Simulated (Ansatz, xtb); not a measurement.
Molecule: CRe (charge 0, quartet). The spin state was set by rule; other spins were not relaxed. 
Coordinates optimised at B3LYP-D3(BJ)/def2-TZVP (Ansatz, a first-principles code):
SMILES: [C][Re]
```xyz
2

Re     0.0000     0.0000    -0.1255
C      0.0000     0.0000     1.5688
```
Charge 0, spin multiplicity 4.

Harmonic wavenumbers from GFN2-xTB (xtb, at its own minimum), cm⁻¹: 1164.

**Question.** Give the harmonic wavenumbers at B3LYP-D3(BJ)/def2-TZVP (Ansatz, finite differences of forces, unscaled).

**Answer.** 1033 cm⁻¹. Zero-point energy 1.5 kcal/mol.

**Question.** From these and the geometry, give the ideal-gas thermochemistry at 298.15 K and 1 atm (rigid rotor, harmonic oscillator).

**Answer.** Point group C∞v, rotational symmetry number 1. Rotational constants 15.6, 15.6 GHz. S(trans) 41.76, S(rot) 13.88, S(vib) 0.08, S(elec, spin only) 2.75, S 58.5 cal/(mol K). H(298) - H(0) 2.09 kcal/mol; G - E(el) -13.9 kcal/mol.
